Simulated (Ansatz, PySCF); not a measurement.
Spin gap between two states, R1 and P1; the higher of the two is an excited state, each structure at its B3LYP-D3(BJ)/def2-TZVP stationary point, reached from a drawn start (curvature not checked).
R1, F2Si (SMILES F[Si]F) (charge 0, multiplicity 1):
```xyz
3

Si     0.00000     0.00000    -0.68408
F      1.23938     0.00000     0.34199
F     -1.23938     0.00000     0.34199
```
P1, F2Si (SMILES F[Si]F) (charge 0, multiplicity 3, Z-matrix in Å and degrees):
```
Si
F 1 1.6057
F 1 1.6057 2 113.90
```

P less R. No zero-point or thermal terms; singlets are restricted closed shells; open shells are unrestricted.

Frozen-core correlation throughout.

Run with Ansatz (a program for electronic structure) with Gaussian orbitals; PySCF for the D3/D4 terms. Each number belongs to the level named beside it.

PBE/def2-TZVPP gives 69.58 kcal/mol for the spin gap.

Q: Where do these levels fall relative to PBE: PBE-D3(BJ)/def2-TZVPP, r2SCAN/def2-TZVPP, B3LYP/def2-TZVPP, wB97M-V/def2-TZVPP, B2PLYP/def2-TZVPP, MP2/cc-pV(Q+d)Z, CCSD(T)/cc-pV(Q+d)Z.

A: PBE-D3(BJ)/def2-TZVPP 0.01; r2SCAN/def2-TZVPP -6.08; B3LYP/def2-TZVPP 3.79; wB97M-V/def2-TZVPP 11.37; B2PLYP/def2-TZVPP 3.46; MP2/cc-pV(Q+d)Z 0.42; CCSD(T)/cc-pV(Q+d)Z 3.77 kcal/mol. 6 of 7 lie above PBE; the widest gap is to wB97M-V/def2-TZVPP.
